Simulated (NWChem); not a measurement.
System: CH$_{2}$NO, doublet; SMILES [NH]C=O

Output (shortened):

```
             Northwest Computational Chemistry Package (NWChem) 7.3.0
             --------------------------------------------------------

                             Geometry "geometry" -> ""
                             -------------------------

 Output coordinates in angstroms (scale by  1.889725989 to convert to a.u.)

  No.       Tag          Charge          X              Y              Z
 ---- ---------------- ---------- -------------- -------------- --------------
    1 N                    7.0000     0.18623100    -1.13643200    -0.02640400
    2 C                    6.0000    -0.44724600     0.03560500     0.02877200
    3 O                    8.0000     0.23687600     1.08763200    -0.01444400
    4 H                    1.0000     1.17545700    -1.07125600     0.27784600
    5 H                    1.0000    -1.56113200     0.05102500    -0.03810000

 Effective nuclear repulsion energy (a.u.)      63.9937596026

                              NWChem Property Module
                              ----------------------

  itol2e modified to match energy
  convergence criterion.

                                 NWChem DFT Module
                                 -----------------

 Summary of "ao basis" -> "ao basis" (spherical)
 ------------------------------------------------------------------------------
       Tag                 Description            Shells   Functions and Types
 ---------------- ------------------------------  ------  ---------------------
 N                          iglo-iii                15       35   7s6p2d
 C                          iglo-iii                15       35   7s6p2d
 O                          iglo-iii                15       35   7s6p2d
 H                          iglo-iii                 6       10   4s2p

  itol2e modified to match energy
  convergence criterion.

            General Information
            -------------------
          SCF calculation type: DFT
          Wavefunction type:  spin polarized.
          No. of atoms     :     5
          No. of electrons :    23
           Alpha electrons :    12
            Beta electrons :    11
          Charge           :     0
          Spin multiplicity:     2
          Use of symmetry is: off; symmetry adaption is: off
          Maximum number of iterations: 150
          AO basis - number of functions:   125
                     number of shells:    57
          Convergence on energy requested:  1.00D-07
          Convergence on density requested:  1.00D-05
          Convergence on gradient requested:  5.00D-04

              XC Information
              --------------
                         PBE0 Method XC Functional
                     Hartree-Fock (Exact) Exchange  0.250
          PerdewBurkeErnzerhof Exchange Functional  0.750
            Perdew 1991 LDA Correlation Functional  1.000 local
           PerdewBurkeErnz. Correlation Functional  1.000 non-local

             Grid Information
             ----------------
          Grid used for XC integration:  fine
          Radial quadrature: Mura-Knowles
          Angular quadrature: Lebedev.
          Tag              B.-S. Rad. Rad. Pts. Rad. Cut. Ang. Pts.
          ---              ---------- --------- --------- ---------
          N                   0.65       70           9.0       590
          C                   0.70       70           9.0       590
          O                   0.60       70           9.0       590
          H                   0.35       60          10.0       590
          Grid pruning is: on
          Number of quadrature shells:   330
          Spatial weights used:  Erf1

      Superposition of Atomic Density Guess
      -------------------------------------

 Sum of atomic energies:        -167.77006631

      Non-variational initial energy
      ------------------------------

 Total energy =    -168.796024
 1-e energy   =    -354.909044
 2-e energy   =     122.119260
 HOMO         =      -0.322639
 LUMO         =       0.026709

[...]

          ----------------------
          Hyperfine Interactions
          ----------------------

 Total Spin Density (Fermi Contact Term)
 ------------------ --------------------
     Atom            x         y         z       Density (a.u.)      Aiso(MHz)     Aiso(Gauss)
     1  14-N      0.35193  -2.14755  -0.04990       0.057515         18.583439       6.631022
     2  13-C     -0.84517   0.06728   0.05437      -0.037033        -41.632227     -14.855389
     3  17-O      0.44763   2.05533  -0.02730       0.039803        -24.128385      -8.609593
     4   1-H      2.22129  -2.02438   0.52505      -0.006949        -31.060981     -11.083312
     5   1-H     -2.95011   0.09642  -0.07200      -0.000360         -1.609537      -0.574322

           -------------------------------------------
           Anisotropic Interaction (Spin-Dipolar Term)
           -------------------------------------------

 ------------------------------------------------------------
     Atom            x         y         z
 ------------------------------------------------------------
     1  14-N      0.35193  -2.14755  -0.04990

   Spin-Dipolar term (a.u.)
        xx             yy             zz             xy             xz             yz
 ------------------------------------------------------------------------------------------
      -0.509668      -0.044040       0.553709       0.515401      -0.703884      -1.056030

   Principal Comp. of -hf- tensor (au)            Anisotropic -hfcc- (MHz)               Anisotropic -hfcc- (Gauss)
 --------------------------------------------------------------------------------------------------------------------------
     -0.862440    -0.834713     1.697153     -33.262381   -32.192991    65.455373     -11.868825   -11.487240    23.356065

   Orientation of the principal axis of Hyperfine Tensor w.r.t absolute (molecular) frame
 --------------------------------------------------------------------------------------------------------------------------
      0.785374    -0.498047    -0.367609
      0.241088     0.793065    -0.559397
      0.570144     0.350710     0.742926

 ------------------------------------------------------------
     Atom            x         y         z
 ------------------------------------------------------------
     2  13-C     -0.84517   0.06728   0.05437

   Spin-Dipolar term (a.u.)
        xx             yy             zz             xy             xz             yz
 ------------------------------------------------------------------------------------------
       0.062823       0.135634      -0.198457      -0.005524       0.007160       0.015509

   Principal Comp. of -hf- tensor (au)            Anisotropic -hfcc- (MHz)               Anisotropic -hfcc- (Gauss)
 --------------------------------------------------------------------------------------------------------------------------
      0.062667     0.136717    -0.199384       8.409367    18.346105   -26.755471       3.000666     6.546335    -9.547001

   Orientation of the principal axis of Hyperfine Tensor w.r.t absolute (molecular) frame
 --------------------------------------------------------------------------------------------------------------------------
      0.997134    -0.070178    -0.028252
      0.068813     0.996536    -0.046691
      0.031430     0.044613     0.998510

 ------------------------------------------------------------
     Atom            x         y         z
 ------------------------------------------------------------
     3  17-O      0.44763   2.05533  -0.02730

   Spin-Dipolar term (a.u.)
        xx             yy             zz             xy             xz             yz
 ------------------------------------------------------------------------------------------
      -0.533456      -0.146260       0.679715      -0.549982      -0.884780       1.124102

   Principal Comp. of -hf- tensor (au)            Anisotropic -hfcc- (MHz)               Anisotropic -hfcc- (Gauss)
 --------------------------------------------------------------------------------------------------------------------------
     -1.009773    -0.898032     1.907805      73.066484    64.980968  -138.047453      26.071894    23.186786   -49.258681

   Orientation of the principal axis of Hyperfine Tensor w.r.t absolute (molecular) frame
 --------------------------------------------------------------------------------------------------------------------------
      0.773967     0.497177    -0.392162
     -0.259167     0.813773     0.520198
      0.577761    -0.300981     0.758685

 ------------------------------------------------------------
     Atom            x         y         z
 ------------------------------------------------------------
     4   1-H      2.22129  -2.02438   0.52505

   Spin-Dipolar term (a.u.)
        xx             yy             zz             xy             xz             yz
 ------------------------------------------------------------------------------------------
       0.071175      -0.052657      -0.018518       0.003990       0.041068      -0.023343

   Principal Comp. of -hf- tensor (au)            Anisotropic -hfcc- (MHz)               Anisotropic -hfcc- (Gauss)
 --------------------------------------------------------------------------------------------------------------------------
      0.087303    -0.068586    -0.018717      46.580981   -36.594399    -9.986582      16.621224   -13.057769    -3.563455

   Orientation of the principal axis of Hyperfine Tensor w.r.t absolute (molecular) frame
 --------------------------------------------------------------------------------------------------------------------------
      0.929066    -0.180282    -0.323008
     -0.034930     0.826542    -0.561790
      0.368261     0.533223     0.761615

 ------------------------------------------------------------
     Atom            x         y         z
 ------------------------------------------------------------
     5   1-H     -2.95011   0.09642  -0.07200

[...]
```

Level: PBE0/IGLO-III, spin-unrestricted, contact and dipolar terms. Coordinates come from a PBE-D3(BJ)/def2-SVP, spin-unrestricted optimisation. No stability test was run on the SCF state.

Question: Which NWChem input produces such a log?

Answer: This is not unique; one that fits is the input that was run:
```
start job
memory heap 200 mb stack 900 mb global 1100 mb
geometry units angstroms noautosym nocenter noautoz
  N      0.186231    -1.136432    -0.026404
  C     -0.447246     0.035605     0.028772
  O      0.236876     1.087632    -0.014444
  H      1.175457    -1.071256     0.277846
  H     -1.561132     0.051025    -0.038100
end
basis spherical
  N library iglo-iii
  C library iglo-iii
  O library iglo-iii
  H library iglo-iii
end
dft
  odft
  mult 2
  xc pbe0
  iterations 150
end
property
  hyperfine
end
task dft property
```
